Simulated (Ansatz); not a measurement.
Program: Ansatz. Geometries: PBE0-D4/def2-TZVP. ΔE: electronic, gas phase. CBS: MP2 limit from def2 TZ/QZ plus the TZ coupled-cluster correction, frozen cores. Functionals use def2-TZVPP. B3LYP here is the variant with VWN-RPA as its local correlation; programs differ in this. For Se outer-core shells are correlated without core-valence functions, which leaves a few kJ/mol of doubt a bond. Scalar relativity is left out up to krypton. Each species was taken in one conformer, which may not be the lowest.

`C[Se]CF` + `OB(O)[SiH3]` → `OB([SiH3])OCF` + `C[SeH]`  (substitution at a C–Se bond)

```
             level  ΔE (kJ/mol)
           PBE0-D4         13.6
             B3LYP         11.4
    MP2/def2-TZVPP         18.3
SCS-MP2/def2-QZVPP         16.5
```

Problem. What does CCSD(T)/CBS give? (Estimate.)

Solution. Computed: +15.3 kJ/mol. The listed levels differ from it by -1.7, -3.9, 3.0, 1.2 kJ/mol.

Largest T1 diagnostic among the species: 0.014.

In def2-TZVPP, CCSD(T) changes the Hartree–Fock value by +15.2 kJ/mol (the triples alone add +1.7 kJ/mol) and MP2 by +22.8 kJ/mol. From PBE to PBE0 (25 % exact exchange), in def2-TZVPP and without D4, ΔE moves by −4.7 kJ/mol.

CCSD(T)/CBS has its own doubt, a few kJ/mol and more with outer-core shells, so smaller differences from it don't rank the levels.
